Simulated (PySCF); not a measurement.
CH5FO2Si2, SMILES [SiH2]([SiH2]OC=O)F.

Geometry: B3LYP-D3(BJ)/def2-SVP. The structure was generated by enumeration, and PubChem lists no compound with its InChIKey, so it may never have been made. Other conformers were not sampled.

Two levels are set side by side: PBE/def2-TZVP (PySCF) and B3LYP/def2-TZVP (PySCF). Same geometry, gas phase. Differences are taken from unrounded values.

```json
[
 {"quantity": "orbital gap (eV)", "PBE": "5.24"},
 {"quantity": "highest occupied level (eV)", "PBE": "-6.97"},
 {"quantity": "lowest empty level (eV)", "PBE": "-1.73"},
 {"quantity": "dipole moment (D)", "PBE": "2.48"},
 {"quantity": "mean polarisability (bohr³)", "PBE": "73.4"}
]
```

### Question
These are the PBE values. What does B3LYP give? (The exact figures need the calculation; the answer reports its results.)

### Answer

| quantity | B3LYP | PBE minus B3LYP |
|---|---|---|
| orbital gap (eV) | 7.15 | -1.91 |
| highest occupied level (eV) | -8.13 | 1.16 |
| lowest empty level (eV) | -0.98 | -0.75 |
| dipole moment (D) | 2.65 | -0.17 |
| mean polarisability (bohr³) | 69.9 | 3.4 |

PBE's occupied levels lie high since its potential decays too fast outside the molecule; exact exchange lowers them and widens the gap. PBE's more diffuse valence density responds more strongly to a field. Differences between two approximate levels are no errors against the true value.

Rough cost on one machine, each run with all the roots and properties that it gave: B3LYP against PBE within a factor of 2.
